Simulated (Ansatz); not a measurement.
The cluster Al3Sb3⁺. Charge 1, multiplicity 2. Geometry PBE0-D4/def2-SVP; atoms count from 1.

```tsv
atom	x (Å)	y (Å)	z (Å)
Al1	0.7840	1.2857	0.8318
Al2	-0.1268	0.1587	-1.6520
Al3	-0.6201	-1.2336	0.8583
Sb4	1.1557	-0.5605	2.5483
Sb5	-1.0435	-2.2684	-1.4867
Sb6	-0.1493	2.6181	-1.0997
```

In the def2 sets Sb takes a core potential; there is no spin–orbit coupling. The charge 1 doublet is spin-contaminated (final ⟨S²⟩ up to 0.87, 0.75 for a pure state). The structure comes from a short search, and lower isomers may exist.

(1) Estimate the Mulliken populations from the PBE0/def2-TZVP orbitals of Ansatz.

(2) Where does the spin sit?

(3) And the Mayer bond orders between bonded heavy atoms (over 0.3)?

Results:

(1) 
```
atom  charge (e)  spin (α − β)
 Al1        0.19         -0.07
 Al2        0.22         -0.12
 Al3        0.21         -0.19
 Sb4        0.13          0.43
 Sb5        0.14          0.79
 Sb6        0.11          0.16
```
Mulliken values and Mayer orders depend strongly on the basis.

(2) Summed by element: Al -0.38, Sb 1.38, of 1 unpaired in all. Largest on single atoms: Sb5 0.79, Sb4 0.43, Al3 -0.19.

(3) Al1–Al2 0.40 (2.88 Å); Al1–Al3 0.37 (2.88 Å); Al1–Sb4 1.21 (2.55 Å); Al1–Sb6 1.29 (2.53 Å); Al2–Al3 0.31 (2.91 Å); Al2–Sb5 1.07 (2.60 Å); Al2–Sb6 1.33 (2.52 Å); Al3–Sb4 1.27 (2.54 Å); Al3–Sb5 1.09 (2.60 Å).
